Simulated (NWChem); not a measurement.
System: SiCl cation, singlet

Excerpt of the output:

```
             Northwest Computational Chemistry Package (NWChem) 7.3.0
             --------------------------------------------------------

                             Geometry "geometry" -> ""
                             -------------------------

 Output coordinates in angstroms (scale by  1.889725989 to convert to a.u.)

  No.       Tag          Charge          X              Y              Z
 ---- ---------------- ---------- -------------- -------------- --------------
    1 Si                  14.0000     0.00000000     0.00000000    -1.07998300
    2 Cl                  17.0000     0.00000000     0.00000000     0.89419200

 Effective nuclear repulsion energy (a.u.)      63.7958566297

                              NWChem Property Module
                              ----------------------

  itol2e modified to match energy
  convergence criterion.

                                 NWChem DFT Module
                                 -----------------

 Summary of "ao basis" -> "ao basis" (spherical)
 ------------------------------------------------------------------------------
       Tag                 Description            Shells   Functions and Types
 ---------------- ------------------------------  ------  ---------------------
 Si                         pcsseg-1                10       24   4s5p1d
 Cl                         pcsseg-1                10       24   4s5p1d

  itol2e modified to match energy
  convergence criterion.

            General Information
            -------------------
          SCF calculation type: DFT
          Wavefunction type:  closed shell.
          No. of atoms     :     2
          No. of electrons :    30
           Alpha electrons :    15
            Beta electrons :    15
          Charge           :     1
          Spin multiplicity:     1
          Use of symmetry is: off; symmetry adaption is: off
          Maximum number of iterations: 150
          AO basis - number of functions:    48
                     number of shells:    20
          Convergence on energy requested:  1.00D-07
          Convergence on density requested:  1.00D-05
          Convergence on gradient requested:  5.00D-04

              XC Information
              --------------
                        Slater Exchange Functional  1.000 local
                      VWN V Correlation Functional  1.000 local

             Grid Information
             ----------------
          Grid used for XC integration:  fine
          Radial quadrature: Mura-Knowles
          Angular quadrature: Lebedev.
          Tag              B.-S. Rad. Rad. Pts. Rad. Cut. Ang. Pts.
          ---              ---------- --------- --------- ---------
          Si                  1.10      123           8.0       770
          Cl                  1.00      123           8.0       770
          Grid pruning is: on
          Number of quadrature shells:   246
          Spatial weights used:  Erf1

      Superposition of Atomic Density Guess
      -------------------------------------

 Sum of atomic energies:        -748.25429298

 Renormalizing density from      31.00 to     30

      Non-variational initial energy
      ------------------------------

 Total energy =    -733.190687
 1-e energy   =   -1124.800864
 2-e energy   =     327.814321
 HOMO         =      -0.716441
 LUMO         =      -0.372860

   convergence    iter        energy       DeltaE   RMS-Dens  Diis-err
 ---------------- ----- ----------------- --------- --------- ---------
 d= 0,ls=0.0,diis     1   -746.4949549744 -8.10D+02  6.13D-02  4.11D+00
 d= 0,ls=0.0,diis     2   -744.0119374146  2.48D+00  6.33D-02  1.41D+01
 d= 0,ls=0.0,diis     3   -746.5123841248 -2.50D+00  2.24D-02  1.31D+00
 d= 0,ls=0.0,diis     4   -746.7301676815 -2.18D-01  3.82D-03  2.37D-02
 d= 0,ls=0.0,diis     5   -746.7307799937 -6.12D-04  1.40D-03  9.41D-03
  Resetting Diis
 d= 0,ls=0.0,diis     6   -746.7322051899 -1.43D-03  4.92D-04  1.33D-03
 d= 0,ls=0.0,diis     7   -746.7324476791 -2.42D-04  5.33D-04  9.81D-05
 d= 0,ls=0.0,diis     8   -746.7323638795  8.38D-05  3.72D-04  6.28D-04
 d= 0,ls=0.0,diis     9   -746.7324632363 -9.94D-05  2.89D-05  2.64D-06
 d= 0,ls=0.0,diis    10   -746.7324636254 -3.89D-07  4.21D-06  3.99D-08
 d= 0,ls=0.0,diis    11   -746.7324636313 -5.92D-09  4.68D-07  8.77D-10

         Total DFT energy =     -746.732463631349
      One electron energy =    -1154.354525854466
           Coulomb energy =      389.990649573742
    Exchange-Corr. energy =      -46.164443980319
 Nuclear repulsion energy =       63.795856629695

 Numeric. integr. density =       30.000000046336

                       DFT Final Molecular Orbital Analysis
                       ------------------------------------

 Vector   13  Occ=2.000000D+00  E=-5.874396D-01
              MO Center= -1.5D-08, -1.6D-08,  6.5D-01, r^2= 1.4D+00
   Bfn.  Coefficient  Atom+Function         Bfn.  Coefficient  Atom+Function
  ----- ------------  ---------------      ----- ------------  ---------------
    39      0.399223  2 Cl py                38      0.386851  2 Cl px
    42      0.295913  2 Cl py                41      0.286742  2 Cl px
    15      0.143004  1 Si py                14      0.138572  1 Si px
    30     -0.106273  2 Cl py                33     -0.104635  2 Cl py
    29     -0.102980  2 Cl px                32     -0.101392  2 Cl px

 Vector   14  Occ=2.000000D+00  E=-5.874396D-01
              MO Center=  2.4D-09, -2.9D-09,  6.5D-01, r^2= 1.4D+00
   Bfn.  Coefficient  Atom+Function         Bfn.  Coefficient  Atom+Function
  ----- ------------  ---------------      ----- ------------  ---------------
    38      0.399223  2 Cl px                39     -0.386851  2 Cl py
    41      0.295913  2 Cl px                42     -0.286742  2 Cl py
    14      0.143004  1 Si px                15     -0.138572  1 Si py
    29     -0.106273  2 Cl px                32     -0.104635  2 Cl px
    30      0.102980  2 Cl py                33      0.101392  2 Cl py

 Vector   15  Occ=2.000000D+00  E=-5.604764D-01
              MO Center=  1.4D-08,  1.9D-08, -7.2D-01, r^2= 2.7D+00
   Bfn.  Coefficient  Atom+Function         Bfn.  Coefficient  Atom+Function
  ----- ------------  ---------------      ----- ------------  ---------------
     3      0.553352  1 Si s                 40      0.389365  2 Cl pz
     4      0.326636  1 Si s                 16     -0.328066  1 Si pz
     2     -0.319435  1 Si s                 43      0.274361  2 Cl pz
    31     -0.102238  2 Cl pz                34     -0.101283  2 Cl pz
    10      0.082555  1 Si pz                19     -0.072787  1 Si pz

 Vector   16  Occ=0.000000D+00  E=-3.953877D-01
              MO Center=  2.1D-10,  9.2D-11, -8.8D-01, r^2= 2.5D+00
   Bfn.  Coefficient  Atom+Function         Bfn.  Coefficient  Atom+Function
  ----- ------------  ---------------      ----- ------------  ---------------
    14      0.448896  1 Si px                15      0.445575  1 Si py
    17      0.334874  1 Si px                18      0.332397  1 Si py
    41     -0.183796  2 Cl px                42     -0.182436  2 Cl py
    38     -0.175392  2 Cl px                39     -0.174094  2 Cl py
     8     -0.096551  1 Si px                 9     -0.095837  1 Si py

 Vector   17  Occ=0.000000D+00  E=-3.953877D-01
              MO Center= -1.1D-09,  8.6D-10, -8.8D-01, r^2= 2.5D+00
   Bfn.  Coefficient  Atom+Function         Bfn.  Coefficient  Atom+Function
  ----- ------------  ---------------      ----- ------------  ---------------
    15     -0.448896  1 Si py                14      0.445575  1 Si px
    18     -0.334874  1 Si py                17      0.332397  1 Si px
    42      0.183796  2 Cl py                41     -0.182436  2 Cl px
    39      0.175392  2 Cl py                38     -0.174094  2 Cl px
     9      0.096551  1 Si py                 8     -0.095837  1 Si px

 Vector   18  Occ=0.000000D+00  E=-2.574261D-01
              MO Center= -2.7D-10, -2.6D-10, -8.8D-01, r^2= 3.5D+00
   Bfn.  Coefficient  Atom+Function         Bfn.  Coefficient  Atom+Function
  ----- ------------  ---------------      ----- ------------  ---------------
    19      0.927620  1 Si pz                28     -0.703782  2 Cl s
    16      0.532035  1 Si pz                43      0.531418  2 Cl pz
     4      0.523112  1 Si s                 40      0.302631  2 Cl pz
    27     -0.233582  2 Cl s                  3      0.224632  1 Si s
    26      0.168599  2 Cl s                 22     -0.144128  1 Si d  0

     Multipole analysis of the density
     ---------------------------------

     L   x y z        total         alpha         beta         nuclear
     -   - - -        -----         -----         ----         -------
     0   0 0 0      1.000000    -15.000000    -15.000000     31.000000

     1   1 0 0      0.000000      0.000000      0.000000      0.000000
     1   0 1 0      0.000000      0.000000      0.000000      0.000000
     1   0 0 1     -1.360561     -0.757289     -0.757289      0.154016

     2   2 0 0    -15.189021     -7.594511     -7.594511      0.000000
     2   1 1 0      0.000000      0.000000      0.000000      0.000000
     2   1 0 1      0.000000      0.000000      0.000000      0.000000
     2   0 2 0    -15.189021     -7.594511     -7.594511      0.000000
     2   0 1 1      0.000000      0.000000      0.000000      0.000000
     2   0 0 2    -11.347167    -59.100160    -59.100160    106.853153

          -----------------------------------------
          Chemical Shielding Tensors (GIAO, in ppm)
          -----------------------------------------

                                NWChem CPHF Module
                                ------------------

  scftype          =     RHF
  nclosed          =       15
  nopen            =        0
  variables        =      495
  # of vectors     =        3
  tolerance        = 0.10D-03
  level shift      = 0.00D+00
  max iterations   =       50
  max subspace     =       30

 SCF residual:    1.5343365694731095E-006

Iterative solution of linear equations
  No. of variables      495
  No. of equations        3
  Maximum subspace       30
        Iterations       50
       Convergence  1.0D-04

   iter   nsub   residual    time
   ----  ------  --------  ---------
     1      3    2.84D-06       2.2

      Atom:    1  Si
        Diamagnetic
    870.2873      0.0000      0.0000
      0.0000    870.2873      0.0000
      0.0000      0.0000    875.0291

        Paramagnetic
  -1119.3574      0.0000     -0.0000
      0.0000  -1119.3574     -0.0000
     -0.0000     -0.0000     -0.0000

        Total Shielding Tensor
   -249.0701      0.0000     -0.0000
      0.0000   -249.0701     -0.0000
     -0.0000     -0.0000    875.0291

           isotropic =     125.6297
          anisotropy =    1124.0992

          Principal Components and Axis System
                 1           2           3
              875.0291   -249.0701   -249.0701

      1        -0.0000     -0.7035      0.7107
      2        -0.0000      0.7107      0.7035
      3         1.0000      0.0000      0.0000

      Atom:    2  Cl
        Diamagnetic
   1144.9797     -0.0000      0.0000
     -0.0000   1144.9797      0.0000
      0.0000      0.0000   1148.8760

        Paramagnetic
  -1628.5845     -0.0000      0.0000
     -0.0000  -1628.5845      0.0000
      0.0000      0.0000      0.0000

        Total Shielding Tensor
   -483.6048     -0.0000      0.0000
     -0.0000   -483.6048      0.0000
      0.0000      0.0000   1148.8760

           isotropic =      60.5554
          anisotropy =    1632.4808

          Principal Components and Axis System
                 1           2           3
             1148.8760   -483.6048   -483.6048

      1         0.0000      0.7014      0.7128
      2         0.0000      0.7128     -0.7014
      3         1.0000     -0.0000      0.0000
```

Level: LDA (Slater exchange, VWN5)/pcSseg-1, GIAO. Low-valent species are run as closed-shell singlets; no triplet was tried in these runs. The geometry was optimised at PBE0/def2-SVP. The printed shielding anisotropy is the first printed principal value minus the mean of the other two.

**Question.** Which NWChem input produces such a log?

**Answer.** One answer among several that fit: the input that was run:
```
start job
memory heap 200 mb stack 900 mb global 1100 mb
charge 1
geometry units angstroms noautosym nocenter noautoz
  Si     0.000000     0.000000    -1.079983
  Cl     0.000000     0.000000     0.894192
end
basis spherical
  * library pcsseg-1
end
dft
  xc slater vwn_5
  iterations 150
end
property
  shielding
end
task dft property
```
